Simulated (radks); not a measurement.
Removal energies from the bismuth ion Bi3+, [Hg], by Delta-SCF beside the eigenvalue of the level emptied. All-electron calculation, scalar-relativistic Kohn-Sham, PBEsol, spin-polarised, spherical densities, finite nucleus; Fermi nuclear charge, rms radius of each element as measured or else 0.836 A^(1/3) + 0.57 fm. Program: a radial shooting solver on a logarithmic mesh with Libxc functionals. Open shells are filled with parallel spins first.

removed from              final configuration  Delta-SCF (eV)  -eigenvalue (eV)
6s                         [Xe] 4f14 5d10 6s1          45.160            40.068
5d                          [Xe] 4f14 5d9 6s2          62.689            54.852
5p            [Kr] 4d10 4f14 5s2 5p5 5d10 6s2          132.89            123.86
4f                         [Xe] 4f13 5d10 6s2          196.61            180.81
